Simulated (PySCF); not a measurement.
**Relaxation of singlet Sn2S**

Method: PySCF, PBE0, basis S def2-SVP, Sn def2-SVP with ECP28 (scalar-relativistic core potentials, no spin–orbit coupling, density fitting). A (50,194) grid was used.

A hand-made bent start, of C2v symmetry, held to at least that symmetry:

Coordinates in bohr (charge 0 multiplicity 1):
```
S     0.0000    0.0000   -2.3240
Sn    3.7615    0.0000    0.3099
Sn   -3.7615    0.0000    0.3099
```

Optimiser trace:
```
step  E − E(last) (kJ/mol)  largest gradient (Eh/bohr)
   0                152.84                     0.02859
   1                 98.57                     0.02985
   2                 29.02                     0.03262
   3                 14.29                     0.03464
   4                  2.59                     0.01415
   5                  0.06                     0.00127
   6                  0.00                     0.00012
   7                  0.00                     0.00000
```

It ends at C2v with Sn–Sn 2.914 Å, S–Sn 2.458 Å (×2); Sn–S–Sn 72.7°, S–Sn–Sn 53.7° (×2) (after a last refinement on a finer grid). A frequency run shows a minimum.

Final geometry:
```xyz
3
charge 0 multiplicity 1, angstrom
S     0.0000    0.0000   -1.7473
Sn    1.4570    0.0000    0.2329
Sn   -1.4570    0.0000    0.2329
```

The relaxation took about 90 core-seconds on a shared host.
